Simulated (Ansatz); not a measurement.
`C=C=NC` and `C=C=[N][SbH2]` differ in one atom or group.

Ansatz, PBE0-D4/def2-TZVP geometries, multiplicity 1. 

Elements past krypton have def2 core potentials.

```
                                          property  `C=C=NC`
           HOMO–LUMO gap (ωB97M-V/def2-TZVPP) / eV     11.19
    size of the dipole moment (PBE/def2-TZVPP) / D      1.34
size of the dipole moment (ωB97M-V/def2-TZVPP) / D      1.40
               HOMO energy (B3LYP/def2-TZVPP) / eV     -6.40
             LUMO energy (ωB97M-V/def2-TZVPP) / eV      2.39
    zero-point energy (PBE0-D4/def2-TZVP) / kJ/mol     190.5
```

(1) Give the same properties after the change, and the shifts. (Estimate.)

Results:

(1) Computed: 
```csv
property,`C=C=[N][SbH2]`,shift
HOMO–LUMO gap (ωB97M-V/def2-TZVPP) / eV,8.84,-2.35
size of the dipole moment (PBE/def2-TZVPP) / D,1.56,0.22
size of the dipole moment (ωB97M-V/def2-TZVPP) / D,1.88,0.48
HOMO energy (B3LYP/def2-TZVPP) / eV,-6.11,0.29
LUMO energy (ωB97M-V/def2-TZVPP) / eV,0.46,-1.93
zero-point energy (PBE0-D4/def2-TZVP) / kJ/mol,125.6,-64.9
```

With PBE0 the HOMO rises by 0.29 eV and the LUMO falls by 1.45 eV, so the gap narrows by about 1.74 eV. PBE moves the HOMO by 0.17 eV and ωB97M-V by 0.42 eV. The zero-point energy changes by -64.9 kJ/mol with -3 modes. Dipoles are sizes alone; their direction can turn.

B3LYP here is the variant with VWN-RPA as its local correlation; programs differ in this.

Spin–orbit coupling is left out; it splits and shifts lone-pair levels of the heavy atoms by tenths of an eV.
